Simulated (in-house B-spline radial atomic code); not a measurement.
A fraction x of an electron is moved 5s → 5p in neutral niobium, starting from [Kr] 4d4 5s1 and keeping the highest spin. Method: scalar-relativistic (X2C) BLYP, spin-polarised, spherical fractional occupations, Fermi nucleus of rms radius 4.324 fm. Calculated with a B-spline radial code for spherical atoms.

```csv
x,E(x) - E(0) (eV),5s up level (eV),5p up level (eV)
0,0.0000,-4.260,-
0.125,0.3863,-4.371,-1.272
0.25,0.7749,-4.479,-1.361
0.375,1.1660,-4.584,-1.445
0.5,?,?,?
0.625,1.9558,-4.784,-1.604
0.75,2.3544,-4.879,-1.680
0.875,?,?,?
1,3.1591,-,-1.825
```

**Question.** What belongs in the row x = 0.5?

**Answer.** An energy change of 1.5596 eV; 5s up at -4.685 eV, 5p up at -1.526 eV.

**Question.** What belongs in the row x = 0.875?

**Answer.** An energy change of 2.7555 eV; 5s up at -4.972 eV, 5p up at -1.754 eV.

**Question.** Check Janak's theorem between x = 0.125 and 0.25.

**Answer.** The slope of the energy is 3.11 eV; the orbital levels give 3.11 eV (ε of the receiving orbital less ε of the emptying one, averaged over the two points).
